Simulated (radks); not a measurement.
Pt63+, configuration [Ne] 3s2 3p3. Method: scalar-relativistic Kohn-Sham, exchange-only LDA, spin-polarised, spherical densities, point nucleus; open shells are filled with parallel spins first (spin-orbit coupling, left out, can overturn this in heavy ions); computed with a radial shooting solver on a logarithmic mesh with Libxc functionals.

Unscreened Slater integrals over Kohn-Sham orbitals (cm^-1). They are taken over the spin-up orbitals.

F0(3p,3p): 1154300
F2(3p,3p): 575660
F0(3p,3s): 1143700
G1(3p,3s): 740250
F0(3p,2p): 1526600
F2(3p,2p): 397950
G0(3p,2p): 160120
G2(3p,2p): 177630
F0(3p,2s): 1487700
G1(3p,2s): 126550
F0(3s,3s): 1136500
F0(3s,2p): 1484800
G1(3s,2p): 157700
F0(3s,2s): 1459500
G0(3s,2s): 127650
F0(2p,2p): 3106000
F2(2p,2p): 1467900
F0(2p,2s): 2901400
G1(2p,2s): 1666800
F0(2s,2s): 2773900

Derived for the open shells (J is the average intra-shell exchange parameter used in DFT+U). 3p: J = F2/5 = 115100 cm^-1.
